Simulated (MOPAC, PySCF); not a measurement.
CH$_{9}$GeN$_{3}$O, SMILES `C[O][Ge]([NH2])([NH2])[NH2]`, neutral singlet in the gas phase. 

Z-matrix (Å, degrees):
```
Ge
O 1 1.7863
C 2 1.4078 1 119.23
H 3 1.1026 2 108.59 1 177.71
H 3 1.1067 4 108.28 2 122.38
H 3 1.1094 4 107.64 5 115.88
N 1 1.8201 2 100.68 3 -178.56
H 7 1.0171 1 115.00 2 -140.02
H 7 1.0183 8 109.61 1 -128.10
N 1 1.8247 2 117.53 3 60.76
H 10 1.0175 1 115.36 2 54.90
H 10 1.0182 11 109.02 1 130.84
N 1 1.8275 2 106.23 3 -54.45
H 13 1.0191 1 113.04 2 175.49
H 13 1.0192 14 107.69 1 -125.12
```
Charge 0, multiplicity 1.

All levels are single points at this geometry (r2SCAN-D4/def2-SVP); Pople sets use spherical d functions. Orbital energies aren't observables, and empty levels follow the basis.

```json
[
 {"level": "PBE-D3(BJ)/def2-TZVP in PySCF", "HOMO (eV)": "-5.78", "LUMO (eV)": "-0.47", "gap (eV)": "5.31", "dipole (D)": "1.18", "vertical IE, Delta-SCF (eV)": "8.51"},
 {"level": "r2SCAN-D4/def2-TZVP in PySCF", "HOMO (eV)": "-6.12", "LUMO (eV)": "0.11", "gap (eV)": "6.23", "dipole (D)": "1.20", "vertical IE, Delta-SCF (eV)": "–"},
 {"level": "B3LYP/6-31G* in PySCF", "HOMO (eV)": "-6.65", "LUMO (eV)": "0.82", "gap (eV)": "7.47", "dipole (D)": "1.34", "vertical IE, Delta-SCF (eV)": "8.80"},
 {"level": "B3LYP/LANL2DZ in PySCF", "HOMO (eV)": "-6.75", "LUMO (eV)": "0.98", "gap (eV)": "7.73", "dipole (D)": "1.63", "vertical IE, Delta-SCF (eV)": "–"},
 {"level": "BP86/6-31G* in PySCF", "HOMO (eV)": "-5.47", "LUMO (eV)": "0.17", "gap (eV)": "5.64", "dipole (D)": "1.32", "vertical IE, Delta-SCF (eV)": "–"},
 {"level": "M06-2X/6-31G* in PySCF", "HOMO (eV)": "-8.46", "LUMO (eV)": "1.99", "gap (eV)": "10.45", "dipole (D)": "1.38", "vertical IE, Delta-SCF (eV)": "–"},
 {"level": "SVWN5/6-31G* in PySCF", "HOMO (eV)": "-5.46", "LUMO (eV)": "0.01", "gap (eV)": "5.47", "dipole (D)": "1.37", "vertical IE, Delta-SCF (eV)": "–"},
 {"level": "HF/3-21G in PySCF", "HOMO (eV)": "-10.57", "LUMO (eV)": "5.52", "gap (eV)": "16.08", "dipole (D)": "1.67", "vertical IE, Delta-SCF (eV)": "–"},
 {"level": "HF/6-31G* in PySCF", "HOMO (eV)": "-10.83", "LUMO (eV)": "4.51", "gap (eV)": "15.34", "dipole (D)": "1.45", "vertical IE, Delta-SCF (eV)": "9.10"},
 {"level": "AM1 in MOPAC", "HOMO (eV)": "-10.02", "LUMO (eV)": "0.77", "gap (eV)": "10.80", "dipole (D)": "1.46", "vertical IE, Delta-SCF (eV)": "–"},
 {"level": "PM3 in MOPAC", "HOMO (eV)": "-9.28", "LUMO (eV)": "0.33", "gap (eV)": "9.61", "dipole (D)": "1.25", "vertical IE, Delta-SCF (eV)": "–"},
 {"level": "PM6 in MOPAC", "HOMO (eV)": "-9.44", "LUMO (eV)": "0.76", "gap (eV)": "10.21", "dipole (D)": "1.60", "vertical IE, Delta-SCF (eV)": "–"},
 {"level": "PM7 in MOPAC", "HOMO (eV)": "-9.10", "LUMO (eV)": "-0.19", "gap (eV)": "8.91", "dipole (D)": "1.57", "vertical IE, Delta-SCF (eV)": "–"}
]
```
